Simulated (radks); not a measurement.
Values are calculated unless marked as measured or tabulated.
Q: Isoelectronic series with 13 electrons, all held in the configuration [Ne] 3s2 3p1, which need not be the ground one along the series. Level of theory: non-relativistic Kohn-Sham, r2SCAN, spin-unpolarised, spherical densities, point nucleus; meta-GGA in the generalised Kohn-Sham scheme (a radial shooting solver on a logarithmic mesh with Libxc functionals). Total energies (hartree) and screening constants sigma, defined by e = -(Z - sigma)^2 / (2 n^2) hartree (* marks an orbital that is empty in some or all of the ions):

ion    E (hartree)     4s*     3d*      3p     3s
K6+     -587.91602  11.286  11.790  10.579  9.851
Ca7+    -660.73035  11.232  11.722  10.522  9.795
Sc8+    -737.88411  11.187  11.664  10.475  9.748
Ti9+    -819.37616  11.148  11.614  10.434  9.707
V10+    -905.20562  11.116  11.572  10.399  9.672
Cr11+   -995.37183  11.087  11.534  10.368  9.641
Mn12+  -1089.87425  11.062  11.501  10.341  9.614
Fe13+  -1188.71247  11.040  11.472  10.317  9.590
Co14+  -1291.88613  11.020  11.445  10.295  9.568
Cu16+  -1511.23874  10.986  11.400  10.259  9.531
Zn17+  -1627.41726  10.971  11.380  10.243  9.514
Ga18+  -1747.93035  10.958  11.362  10.228  9.499
Ge19+  -1872.77787  10.946  11.346  10.215  9.486
As20+  -2001.95972  10.934  11.331  10.202  9.473
Se21+  -2135.47578  10.924  11.317  10.191  9.462
Br22+  -2273.32597  10.914  11.304  10.181  9.451
Kr23+  -2415.51021  10.906  11.291  10.171  9.441
Rb24+  -2562.02843  10.897  11.280  10.162  9.431

Estimate the row of Ni15+.

A: E (hartree) -1399.39497; 4s* 11.002; 3d* 11.422; 3p 10.276; 3s 9.548.
